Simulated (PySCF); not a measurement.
Compound: C6H6O.
Numbering: `[OH:1][C@:2]12[CH:3]=[CH:4][C@H:5]1[CH:6]=[CH:7]2` (hydrogens: H8 on O1; H9 on C3; H10 on C4; H11 on C5; H12 on C6; H13 on C7)

Theory: PySCF 2.14.0, density-fitted response routines, TDDFT CAM-B3LYP/def2-SVPD, vertical, gas phase, core orbitals frozen in the response. The structure is a single GFN2-xTB conformer in the gas phase; no vibrational or solvent corrections. Torsions of this conformer, `[OH:1][C@:2]12[CH:3]=[CH:4][C@H:5]1[CH:6]=[CH:7]2`: H–O1–C2–C3 -74°.

Each state is given a Gaussian of 0.4 eV full width at half maximum, with ε(max) = 2.175×10⁸ f / Δν̃ (Δν̃ the width in cm⁻¹). The width is an assumption, not a result. The curve ends short of the highest state used, and states not computed would add to its high-energy end.

(λ (nm), ε (L mol⁻¹ cm⁻¹)): (186.3, 273), (188.9, 143), (191.4, 64), (193.9, 28), (196.4, 27), (198.9, 61), (201.4, 146), (204.0, 315), (206.5, 579), (209.0, 933), (211.5, 1311), (214.0, 1599), (216.6, 1692), (219.1, 1550), (221.6, 1243), (224.1, 877), (226.6, 549), (229.1, 307), (231.7, 150), (234.2, 68), (236.7, 29), (239.2, 11), (241.7, 4), (244.3, 1), (246.8, 0), (249.3, 0), (251.8, 0), (254.3, 0), (256.9, 0), (259.4, 0)

**Question.** Locate the maxima and give the states behind the curve.

**Answer.** 216 nm (5.73 eV), ε about 1700, made up of S2 (95%) (ε in L mol⁻¹ cm⁻¹; maxima over ε = 5, shares over 10%). At its high-energy end, 6.65 eV, the curve is still rising (ε about 260, from S4). The states used: S1 5.38 eV (f 0.0000); S2 5.72 eV (f 0.024); S3 5.94 eV (f 0.0028); S4 6.79 eV (f 0.0052); S5 7.14 eV (f 0.0003); S6 7.15 eV (f 0.018); S7 7.25 eV (f 0.018); S8 7.25 eV (f 0.011).

**Question.** What would ε be at 5.73 eV, the highest of these maxima, with half the width (0.2 eV)?

**Answer.** About 3220 L mol⁻¹ cm⁻¹ against 1690, a factor of about 1.9; a lone state at its own centre would give exactly 2.

**Question.** Coming from long wavelengths, where does ε first pass 100 L mol⁻¹ cm⁻¹?

**Answer.** At about 233 nm (5.32 eV), 0.06 eV below S1.

**Question.** On this curve, what absorbance would a 10⁻⁴ mol/L sample give at 193 nm over a 1 cm path?

**Answer.** 193 nm is 6.424 eV, where ε is about 36 L mol⁻¹ cm⁻¹, so A = ε c l ≈ 0.0036 (Beer–Lambert, with the gas-phase spectrum and the assumed width).

Time: 29 s wall. Hardware: an Arm Neoverse V1 with one thread, on a shared host.
